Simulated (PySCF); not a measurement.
# Optical rotation: `InChI=1S/C7H9O/c1-3-6-4-5-7(6)8-2/h6-7H,4-5H2,2H3/q-1/t6-,7+/m1/s1`, charge -1

Geometry (Å), atoms numbered from 1 in this order:
```xyz
17

C     0.0664    1.8710    2.4250
C    -0.2155    1.4065    1.3194
C    -0.5805    0.9036   -0.0141
C    -1.8165   -0.0369   -0.1467
C    -1.0360   -0.9079   -1.1360
C     0.2671   -0.1988   -0.7437
O     1.0704   -1.0654    0.0352
C     2.0951   -0.3787    0.7217
H    -0.6905    1.7415   -0.7323
H    -2.0251   -0.5542    0.7901
H    -2.7413    0.4108   -0.5209
H    -1.3124   -0.7355   -2.1785
H    -1.0316   -1.9808   -0.9374
H     0.8802    0.1750   -1.5901
H     1.6498    0.4300    1.3273
H     2.8240    0.0426    0.0110
H     2.5894   -1.1109    1.3600
```

Total charge -1.

Computed with TDDFT PBE0/aug-cc-pVDZ circular dichroism and optical rotation, one conformer, gas phase (PySCF). Geometry: GFN2-xTB.

The molecule is flexible and this is one conformer; a measurement averages over conformers. For a gas-phase anion, states above the detachment energy (about 1.2 eV, taken as minus the energy of the highest occupied orbital) lie in the continuum and depend on the basis.

Stereocentres: C3 S, C6 S.

(1) What is the specific rotation at 633, 589.3, 546 nm?

(2) And for the mirror image at 589.3 nm?

(3) What is the molar rotation [Φ] = [α]·M/100 of the geometry above at 589.3 nm?

Results:

(1) [α] in deg dm⁻¹ (g/mL)⁻¹:
```tsv
λ (nm)	origin-invariant length gauge	modified velocity gauge	length gauge (centre of mass)	isotropic polarisability (au)
633	-18.4	-20.6	-17.3	117.2
589.3	+8.9	+5.8	+10.1	118.8
546	+71.9	+67.5	+73.5	121.1
```

(2) -8.9 deg dm⁻¹ (g/mL)⁻¹ (origin-invariant length gauge): the same size and the opposite sign.

(3) With M = 109.15 g/mol, +9.7 deg cm² dmol⁻¹ (origin-invariant length gauge).

The first excitation lies at 2.98 eV (416 nm) with R = +4.2 × 10⁻⁴⁰ esu² cm² (velocity form).
